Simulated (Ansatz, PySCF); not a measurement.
Here is a job for PySCF.
```python
from pyscf import gto, scf, dft

mol = gto.Mole()
mol.atom = '''
    Se    0.000000    0.000000    0.000000
'''
mol.basis = 'def2-svp'
mol.charge = 1
mol.spin = 3
mol.verbose = 3
mol.build()

mf = dft.UKS(mol)
mf.xc = 'revpbe'
mf.grids.atom_grid = (99, 590)
mf.grids.prune = None
mf.kernel()
```

**Question.** Convert this to an input for Ansatz (a program for electronic structure).

**Answer.** This is not unique; one that fits is 
Ansatz 0.2 input:
```yaml
crystal:
  periodic: [false, false, false]
  atoms:
    - {symbol: Se, position_ang: [0.00000000, 0.00000000, 0.00000000]}
basis:
  gaussian:
    orbitals: def2-SVP
hamiltonian:
  xc: revpbe
total_charge: 1
magnetization: {spin_polarized: true, initial_magnetization: 3}
accuracy: high
```

Both were run: PySCF gave -2400.646660 Eh and Ansatz -2400.646660 Eh, 0.000 mEh apart.
